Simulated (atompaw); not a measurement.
**Before and after: PAW (atompaw) potential for barium (Ba)**

atompaw 4.2.0.5 input, output lines left out:

```
Ba 56
GGA-PBE scalarrelativistic loggrid 2001 logderivrange -2 5 176
6 6 5 0 0 0
6 1 0
5 2 0
0 0 0
c
c
c
c
c
v
c
c
c
c
v
c
c
v
2
3.00 2.80 2.85 2.30
y
4.4
n
y
0.6
n
y
1
n
custom rrkj vanderbiltortho sinc
bessel
3.00
3.00
3.00
3.00
3.00
3.00
```

Change: reference 5d0 6s1 6p1.

Cutoffs: the cutoffs (Ry, on a coarse ladder) from which the occupation-weighted sum of valence levels, in a spherical-Bessel basis at the reference potential, stays within 10 and 1 mRy of its value at 400 Ry; they do not see the model core or the augmentation charge, which bear on the density cutoff.

Task: What does the change do?

Result: The potential gets harder (10 Ry and 12 Ry → 10 Ry and 15 Ry); both files keep a bound ghost (p, s); the range in which the d phases agree narrows (upper end at the end of the scan → 3.2).

```csv
quantity,base,changed
"cutoff, loose",10 Ry,10 Ry
"cutoff, tight",12 Ry,15 Ry
bound ghosts,"s, p","s, p"
s: phases at 3.01 bohr within 0.05 rad from the reference energy up to (Ry; the scan ends near 5),0.4,0.3
p: phases at 3.01 bohr within 0.05 rad from the reference energy up to (Ry; the scan ends near 5),4.8,to the end of the scan
d: phases at 3.01 bohr within 0.05 rad from the reference energy up to (Ry; the scan ends near 5),to the end of the scan,3.2
lowest overlap eigenvalue by channel,"s 0.04, p 0.19, d 0.63","s 0.04, p 0.19, d 0.57"
```

 A true bound ghost makes a file unfit for plane-wave use even where its test errors are small: the radial tests pick states by their node count and pass the ghost by. The cutoffs see the waves, projectors and local potential, not the compensation charge or the core.
